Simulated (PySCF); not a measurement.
SMILES C=C([SiH3])/C=N\C(C)C, C$_{6}$H$_{13}$NSi

Molfile (atoms numbered from 1):
```
C6H13NSi
     RDKit          3D

 21 20  0  0  0  0  0  0  0  0999 V2000
    1.6852    1.7253    0.5917 C   0  0  0  0  0  0  0  0  0  0  0  0
    1.6422    0.4088    0.4317 C   0  0  0  0  0  0  0  0  0  0  0  0
    2.6968   -0.5351   -0.8246 Si  0  0  0  0  0  4  0  0  0  0  0  0
    0.7548   -0.4426    1.2473 C   0  0  0  0  0  0  0  0  0  0  0  0
   -0.4679   -0.6881    1.0992 N   0  0  0  0  0  0  0  0  0  0  0  0
   -1.2377   -0.1009    0.0326 C   0  0  0  0  0  0  0  0  0  0  0  0
   -2.3429    0.7497    0.6593 C   0  0  0  0  0  0  0  0  0  0  0  0
   -1.8419   -1.2408   -0.7880 C   0  0  0  0  0  0  0  0  0  0  0  0
    1.0689    2.2353    1.3184 H   0  0  0  0  0  0  0  0  0  0  0  0
    2.3440    2.3501    0.0103 H   0  0  0  0  0  0  0  0  0  0  0  0
    3.5140   -1.5129   -0.1030 H   0  0  0  0  0  0  0  0  0  0  0  0
    1.8078   -1.2341   -1.7560 H   0  0  0  0  0  0  0  0  0  0  0  0
    3.5397    0.4221   -1.5404 H   0  0  0  0  0  0  0  0  0  0  0  0
    1.2478   -0.9577    2.0706 H   0  0  0  0  0  0  0  0  0  0  0  0
   -0.6198    0.5341   -0.6266 H   0  0  0  0  0  0  0  0  0  0  0  0
   -1.9116    1.5675    1.2320 H   0  0  0  0  0  0  0  0  0  0  0  0
   -2.9821    1.1629   -0.1169 H   0  0  0  0  0  0  0  0  0  0  0  0
   -2.9410    0.1356    1.3273 H   0  0  0  0  0  0  0  0  0  0  0  0
   -2.4803   -0.8409   -1.5718 H   0  0  0  0  0  0  0  0  0  0  0  0
   -2.4308   -1.8848   -0.1405 H   0  0  0  0  0  0  0  0  0  0  0  0
   -1.0541   -1.8365   -1.2435 H   0  0  0  0  0  0  0  0  0  0  0  0
  1  2  2  0
  2  3  1  0
  2  4  1  0
  4  5  2  0
  5  6  1  0
  6  7  1  0
  6  8  1  0
  1  9  1  0
  1 10  1  0
  3 11  1  0
  3 12  1  0
  3 13  1  0
  4 14  1  0
  6 15  1  0
  7 16  1  0
  7 17  1  0
  7 18  1  0
  8 19  1  0
  8 20  1  0
  8 21  1  0
M  END
```

Method: GIAO HF/pcSseg-1 magnetisability, rotational g tensor and spin-rotation constants, non-relativistic, gas phase (PySCF 2.14.0). Geometry: GFN2-xTB.

**Question.** What are the magnetisability and the molar susceptibility?

**Answer.** Isotropic -1374 × 10⁻³⁰ J/T², or -82.7 × 10⁻⁶ cm³/mol; principal values -1504, -1370, -1247 × 10⁻³⁰ J/T², anisotropy 223 × 10⁻³⁰ J/T² (root of half the summed squared differences of the principal values). The susceptibility is in cgs units.

**Question.** Split it along the inertial axes a, b, c into diamagnetic and paramagnetic parts about the centre of mass, with the quadrupole moment.

**Answer.** 
| axis | χ (10⁻⁶ cm³/mol) | diamagnetic (10⁻⁶ cm³/mol) | paramagnetic (10⁻⁶ cm³/mol) | summed x² of all electrons (Å²) | quadrupole Θ (D Å) |
| --- | --- | --- | --- | --- | --- |
| a | -78.5 | -608.6 | 530.1 | 280.8 | -0.29 |
| b | -90.1 | -1392.9 | 1302.8 | 95.9 | +2.50 |
| c | -79.6 | -1598.3 | 1518.6 | 47.5 | -2.21 |

Anisotropies 2χaa − χbb − χcc = +12.8 and 2χbb − χaa − χcc = -22.0 × 10⁻⁶ cm³/mol. Θ is traceless in Buckingham's convention.

**Question.** And the rotational g tensor?

**Answer.** 
| axis | rotational constant (GHz) | g | nuclear part | electronic part |
| --- | --- | --- | --- | --- |
| a | 2.6644 | -0.0358 | 0.6278 | -0.6635 |
| b | 0.9774 | -0.0086 | 0.5897 | -0.5982 |
| c | 0.8450 | -0.0104 | 0.5924 | -0.6029 |

Asymmetric top; isotopes 12C, 1H, 14N, 28Si; no vibrational averaging.
